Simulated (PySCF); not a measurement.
C5H6F2, SMILES FC(F)[C@H]1C=CC1. Coordinates come from a PBE0-D3(BJ)/def2-SVP optimisation. The structure was generated by enumeration; whether it is a known compound was not checked. One conformer was computed; it need not be the lowest.

Computed equilibrium geometry at PBE0-D3(BJ)/def2-SVP (PySCF confirms it by a frequency run) as Cartesian coordinates in Å (one conformer of several):
```xyz
13

F      1.8443    -0.8679    -0.5290
C      1.0885     0.2460    -0.3787
F      0.4442     0.4603    -1.5485
C      0.1059     0.0455     0.7469
C     -0.9892     1.0748     0.9163
C     -1.9744     0.1918     0.7012
C     -1.0426    -0.9723     0.4723
H      1.7679     1.1007    -0.2046
H      0.6845    -0.1720     1.6610
H     -0.9640     2.1438     1.1433
H     -3.0648     0.2704     0.6983
H     -1.0434    -1.3901    -0.5464
H     -1.1067    -1.8000     1.1967
```
